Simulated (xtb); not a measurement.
C₂H₆O₃Si, SMILES CC(=O)O[SiH2]O. All values are semi-empirical tight-binding results from xtb (GFN2-xTB unless named), good for trends rather than for accurate numbers. The structure is a stationary point at GFN2-xTB. Other conformers were not sampled.

Optimised geometry:

```xyz
12

Si    -1.3770    -0.0593     0.0073
O     -2.1674     1.3455     0.1160
O      0.2279     0.3963    -0.0400
C      1.2312    -0.4707    -0.0168
C      2.5749     0.2054    -0.0646
O      1.0599    -1.6578     0.0394
H     -1.6790    -0.7573     1.2404
H     -1.6625    -0.7652    -1.2345
H     -1.8612     2.1359    -0.3225
H      3.3641    -0.5398    -0.0832
H      2.6322     0.8353    -0.9493
H      2.6851     0.8412     0.8113
```
Charge 0, spin multiplicity 1.

Computed properties:
```json
{
  "orbital_gap": "4.96 eV",
  "dipole_moment": "3.42 D",
  "zero_point_energy": "50.3 kcal/mol",
  "G − E(el) at 298.15 K (modified RRHO)": "29.2 kcal/mol",
  "static polarisability (D4 model)": "66.6 bohr³",
  "solvation energy, GFN2-xTB/ALPB(water)": "-6.6 kcal/mol",
  "solvation energy, GFN2-xTB/ALPB(methanol)": "-7.9 kcal/mol"
}
```

Give the atomic charges and the Wiberg bond orders between heavy atoms. (Estimate from the structure and the level; the computed values follow.)

charges (e) Si1 0.59, O2 -0.47, O3 -0.37, C4 0.36, C5 -0.14, O6 -0.41, H7 -0.05, H8 -0.06, H9 0.32, H10 0.07, H11 0.07, H12 0.08. Bond orders Si1–O2 1.20, Si1–O3 0.92, O3–C4 1.15, C4–C5 0.99, C4–O6 1.77.
